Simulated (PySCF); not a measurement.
## HOMO energy and vertical ionisation energy

ωB97X-D3(BJ)/ma-def2-TZVP single points (PySCF) on relaxed neutral molecules. The ionisation energy is the difference of two SCF energies at the neutral's structure.

```tsv
molecule	−ε(HOMO) / eV	vertical ionisation energy / eV
`N=[PH3]` (H4NP)	9.25	9.22
carbon disulfide, `S=C=S` (CS2)	10.02	10.11
hydrogen sulfide, `S` (H2S)	10.05	10.49
hydrogen peroxide, `OO` (H2O2)	10.81	11.52
carbonyl sulfide, `O=C=S` (COS)	11.02	?
carbon monosulfide, `[C-]#[S+]` (CS)	11.56	11.64
`O` (H2O)	11.77	12.76
carbon monoxide, `[C-]#[O+]` (CO)	13.51	14.31
hydrogen molecule, `[H][H]` (H2)	14.72	16.38
```

**Question.** Fit a straight line to the complete rows and predict the ionisation energy of carbonyl sulfide, `O=C=S` (COS).

**Answer.** IE = -2.338 + 1.256·(−ε) (8 points, rms 0.29 eV, correlation 0.991). At 11.02 this gives 11.50 eV; the calculation itself gave 11.33 eV, so the fit is off by 0.17.

(carbonyl sulfide) Hardware: 1 thread of Intel Xeon 6975P-C, shared with other jobs. Command: `OMP_NUM_THREADS=1 python redox_run.py task.json out`. Structures, frequencies and single points: 61 s.
